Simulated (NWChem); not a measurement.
Species: C2H5FSi; SMILES F/C=C\[SiH3]

All runs: NWChem. Pople sets run with spherical d functions. All runs use the structure optimised with PBE0/def2-SVP.

### Question
Among these, which level gives the lowest value of “dipole (D)”?
(A) TPSS/3-21G
(B) TPSS/STO-3G
(C) TPSS/6-311G**
(D) TPSS/6-31G*

### Answer
B, TPSS/STO-3G. Values: TPSS/STO-3G 0.37; TPSS/6-311G** 1.50; TPSS/3-21G 1.51; TPSS/6-31G* 1.51
